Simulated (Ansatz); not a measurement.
C₄H₈Si, SMILES `CC=C=C[SiH3]`, 13 atoms. Total charge 0; spin multiplicity 1. All runs use 4 threads of an INTEL XEON PLATINUM 8581C on a shared host. Correlated methods freeze the cores.

(1) How many basis functions does each run have, and how long does it take in Ansatz? RKS ωB97M-V/def2-TZVPP energy and forces; RHF-MP2/def2-QZVPP energy; RKS ωB97M-V/def2-QZVPP energy; RKS CAM-B3LYP-D4/def2-TZVPP energy; RKS BHLYP-D4/def2-TZVPP energy; RKS BLYP-D4/def2-TZVPP energy; RKS PBE0-D4/def2-TZVP relaxation (11 steps); RKS ωB97M-V/def2-SVP energy; RHF-CCSD(T)/def2-SVP energy; RKS PBE0-D4/def2-QZVPP energy; RKS PBE0-D4/def2-TZVP frequencies; RKS PBE0-D4/def2-SVP energy. (Estimate.)

Answers

(1) Computed: Other jobs shared the machine, so times are rough.

```tsv
level	job	functions	wall time	peak host memory (GiB)
RKS PBE0-D4/def2-SVP	energy	114	0.55 s	0.49
RKS BLYP-D4/def2-TZVPP	energy	278	1.1 s	0.37
RKS BHLYP-D4/def2-TZVPP	energy	278	1.7 s	0.71
RKS ωB97M-V/def2-SVP	energy	114	1.8 s	0.49
RKS CAM-B3LYP-D4/def2-TZVPP	energy	278	2 s	0.78
RHF-CCSD(T)/def2-SVP	energy	114	2.8 s	0.6
RKS PBE0-D4/def2-QZVPP	energy	538	4.9 s	1.9
RKS ωB97M-V/def2-TZVPP	energy and forces	278	5.5 s	1
RKS ωB97M-V/def2-QZVPP	energy	538	9.5 s	2.3
RHF-MP2/def2-QZVPP	energy	538	16 s	3.7
RKS PBE0-D4/def2-TZVP	relaxation (11 steps)	209	21 s	0.55
RKS PBE0-D4/def2-TZVP	frequencies	209	100 s	0.55
```
